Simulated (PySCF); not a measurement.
A run for PySCF: R-M06-2X/def2-TZVPP on C2H3N (SMILES CC#N).

```python
from pyscf import gto, dft

mol = gto.M(
    atom='''
    C    -0.48848247    0.00373144   -0.00807432
    C     0.96565515   -0.00742661    0.01594052
    N     2.11481218   -0.01624735    0.03495603
    H    -0.85867589   -0.75983830   -0.69255608
    H    -0.88211822   -0.19754494    0.98848747
    H    -0.85119075    0.97722577   -0.33875362
    ''',
    basis='def2-tzvpp',
    charge=0, spin=0, verbose=4, max_memory=1800)
mf = dft.RKS(mol, xc='m062x').density_fit(auxbasis='def2-universal-jkfit')
mf.grids.level = 4
mf.conv_tol = 1e-9
mf.max_cycle = 150
mf.kernel()
mf.dip_moment()
```

It printed:

```
PySCF version 2.14.0

[INPUT] verbose = 4
[INPUT] num. atoms = 6
[INPUT] num. electrons = 22
[INPUT] charge = 0
[INPUT] spin (= nelec alpha-beta = 2S) = 0
[INPUT] symmetry False subgroup None
[INPUT] Mole.unit = angstrom
[INPUT] Symbol           X                Y                Z      unit          X                Y                Z       unit  Magmom
[INPUT]  1 C     -0.488482470000   0.003731440000  -0.008074320000 AA   -0.923098084951   0.007051399650  -0.015258253442 Bohr   0.0
[INPUT]  2 C      0.965655150000  -0.007426610000   0.015940520000 AA    1.824823764276  -0.014034258934   0.030123217083 Bohr   0.0
[INPUT]  3 N      2.114812180000  -0.016247350000   0.034956030000 AA    3.996415825094  -0.030703041750   0.066057323102 Bohr   0.0
[INPUT]  4 H     -0.858675890000  -0.759838300000  -0.692556080000 AA   -1.622662261867  -1.435886285955  -1.308741317102 Bohr   0.0
[INPUT]  5 H     -0.882118220000  -0.197544940000   0.988487470000 AA   -1.666961845289  -0.373305833894   1.867970595864 Bohr   0.0
[INPUT]  6 H     -0.851190750000   0.977225770000  -0.338753620000 AA   -1.608517397263   1.846689067167  -0.640151565505 Bohr   0.0

nuclear repulsion = 58.6749848860609
number of shells = 51
number of NR pGTOs = 186
number of NR cGTOs = 135
basis = def2-tzvpp
ecp = {}


******** <class 'pyscf.df.df_jk.DFRKS'> ********
method = DFRKS
initial guess = minao
damping factor = 0
level_shift factor = 0
DIIS = <class 'pyscf.scf.diis.CDIIS'>
diis_start_cycle = 1
diis_space = 8
diis_damp = 0
SCF conv_tol = 1e-09
SCF conv_tol_grad = None
SCF max_cycles = 150
direct_scf = False
XC library pyscf.dft.libxc version 7.1.2
    S. Lehtola, C. Steigemann, M. J. T. Oliveira, and M. A. L. Marques,  SoftwareX 7, 1–5 (2018)
XC functionals = m062x
    Y. Zhao and D. G. Truhlar,  Theor. Chem. Acc. 120, 215 (2008)
    Y. Zhao and D. G. Truhlar,  Theor. Chem. Acc. 120, 215 (2008)
radial grids:
    Treutler-Ahlrichs [JCP 102, 346 (1995); DOI:10.1063/1.469408] (M4) radial grids

becke partition: Becke, JCP 88, 2547 (1988); DOI:10.1063/1.454033
pruning grids: <function nwchem_prune>
grids dens level: 4
symmetrized grids: False
atomic radii adjust function: <function treutler_atomic_radii_adjust>
small_rho_cutoff = 0
Set gradient conv threshold to 3.16228e-05
Initial guess from minao.
tot grids = 132216
******** <class 'pyscf.df.df.DF'> ********
auxbasis = def2-universal-jkfit
init E= -133.020985179532
  HOMO = -0.37712022639701  LUMO = 0.00584707631724008  gap/eV = 10.42107
cycle= 1 E= -132.699217702649  delta_E= 0.322  |g|= 0.422  |ddm|= 1.82
  HOMO = -0.333181237137858  LUMO = 0.0359658721167762  gap/eV = 10.04500
cycle= 2 E= -132.622321877673  delta_E= 0.0769  |g|= 0.771  |ddm|= 0.913
  HOMO = -0.390970493742249  LUMO = 0.0514013241138103  gap/eV = 12.03755
cycle= 3 E= -132.747644626241  delta_E= -0.125  |g|= 0.0325  |ddm|= 0.551
  HOMO = -0.40254732620223  LUMO = 0.053346823265405  gap/eV = 12.40551
cycle= 4 E= -132.747893940475  delta_E= -0.000249  |g|= 0.0175  |ddm|= 0.0591
  HOMO = -0.399534901886832  LUMO = 0.0545227222535737  gap/eV = 12.35554
cycle= 5 E= -132.747967690166  delta_E= -7.37e-05  |g|= 0.00271  |ddm|= 0.0129
  HOMO = -0.399432205843529  LUMO = 0.0543521668502152  gap/eV = 12.34810
cycle= 6 E= -132.747969723945  delta_E= -2.03e-06  |g|= 0.00108  |ddm|= 0.00541
  HOMO = -0.399626843751344  LUMO = 0.0543807634289539  gap/eV = 12.35418
cycle= 7 E= -132.74796998418  delta_E= -2.6e-07  |g|= 0.000311  |ddm|= 0.00147
  HOMO = -0.399599410642493  LUMO = 0.0543847274055939  gap/eV = 12.35354
cycle= 8 E= -132.747970004887  delta_E= -2.07e-08  |g|= 3.07e-05  |ddm|= 0.000394
  HOMO = -0.399603608357356  LUMO = 0.0543842033006399  gap/eV = 12.35364
cycle= 9 E= -132.747970005104  delta_E= -2.16e-10  |g|= 4.97e-06  |ddm|= 4.27e-05
  HOMO = -0.399603614677398  LUMO = 0.0543844386592994  gap/eV = 12.35364
Extra cycle  E= -132.747970005104  delta_E= 1.71e-13  |g|= 5.4e-06  |ddm|= 9.19e-06
converged SCF energy = -132.747970005104
Dipole moment(X, Y, Z, Debye): -4.00610,  0.03078, -0.06618
```

Self-consistency was reached.

Cost: around 20 core-seconds (rough).
